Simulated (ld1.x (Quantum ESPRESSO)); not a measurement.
**What one change does to a pseudopotential (Kr (Z = 36), TM)**

krypton, norm-conserving Troullier–Martins (Kleinman–Bylander form), made with ld1.x (Quantum ESPRESSO) 7.5 (PBE, scalar-relativistic). Core [Ar] 3d10, reference 4s2 4p6. Waves: 4s (bound): rc 1.05 bohr; 4p (bound): rc 1.50 bohr; 4d channel at -0.2 Ry: rc 1.20 bohr. Local part: all-electron potential smoothed inside 1.30 bohr (lloc = -2). Core correction: a·sin(br)/r model core inside 0.55 bohr.

Change: local potential the d channel.

Cutoffs: the cutoffs (Ry, on a coarse ladder) from which the occupation-weighted sum of valence levels, in a spherical-Bessel basis at the reference potential, stays within 10 and 1 mRy of its value at 400 Ry; they do not see the model core or the augmentation charge, which bear on the density cutoff. Errors are all-electron minus pseudo energies relative to the spin-unpolarised reference configuration.

Task: What does the change do?

Result: The potential gets softer (120 Ry and 230 Ry → 90 Ry and 230 Ry); the bound ghosts move from d to p; the number of tests that count goes from 6 to 5; of the 5 tests that both files solve, the error grows in 2 and shrinks in 1 by more than 15 % and 0.3 meV (median size 6.3 → 9.5 meV); the range in which the s phases agree narrows (upper end 2.1 → -0.8). In the separable form a ghost depends on how the local part lies against the semilocal potential of the channel, so the choice of the local part can create or remove one.

| quantity | base | changed |
| --- | --- | --- |
| cutoff, loose | 120 Ry | 90 Ry |
| cutoff, tight | 230 Ry | 230 Ry |
| loose cutoff by channel (10 mRy a level) | s 70 Ry, p 21 Ry | s 70 Ry, p 10 Ry |
| bound ghosts | d | p |
| tests counted (converged, no solver errors) | 6 of 6 | 5 of 6 |
| error for 4s2 4p5, meV [ΔE 14.29 eV] | +0.6 | 0.0 |
| error for 4s2 4p4, meV [ΔE 39.46 eV] | +9.5 | +9.5 |
| error for 4s2 4p3, meV [ΔE 76.54 eV] | +29 | +44 |
| error for 4s1 4p6, meV [ΔE 28.80 eV] | -6.3 | -12 |
| error for 4s2 4p5.5, meV [ΔE 5.86 eV] | -0.4 | -0.6 |
| s: phases at 1.65 bohr within 0.05 rad from the reference energy up to (Ry; the scan ends near 5) | 2.1 | -0.8 |
| p: phases at 1.65 bohr within 0.05 rad from the reference energy up to (Ry; the scan ends near 5) | to the end of the scan | to the end of the scan |
| d: phases at 1.65 bohr within 0.05 rad from the reference energy up to (Ry; the scan ends near 5) | 1.5 | 0.8 |

Changed file: Tests not counted: 4s2 4p2 (solver errors, printed error -30.9 eV). A true bound ghost makes a file unfit for plane-wave use even where its test errors are small: the radial tests pick states by their node count and pass the ghost by. Where a test does run into it, the solver fails or the error is huge.
